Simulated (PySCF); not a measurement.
Computed Raman spectrum (relative Raman activity) of a molecule C2H5ClO2Si. Geometry optimised at PBE0-D3(BJ)/def2-SVP. The values are those of a single conformer. Level of theory: PySCF 2.14.0 with PBE0-D3(BJ)/def2-SVP. Frequencies are harmonic and unscaled.

Lines under 2 % of the strongest are left out, and lines within 2 cm⁻¹ are merged.

ν (cm⁻¹): 566 (vw), 581 (vw), 655 (vw), 722 (w), 801 (w), 895 (w), 954 (w), 978 (vw), 1434 (w), 1443 (w), 2302 (vs), 2313 (m), 3080 (s), 3172 (m), 3221 (m) (against the strongest line: vs over 80 %, s over 45 %, m over 15 %, w over 4 %, vw less)

### Question
Which molecule gave these data?
(A) C=C(Cl)[SiH](O)O
(B) C[Si@@](O)(Cl)C=O
(C) C[Si@@H](Cl)OC=O
(D) CC(=O)O[SiH2]Cl

### Answer
D, CC(=O)O[SiH2]Cl
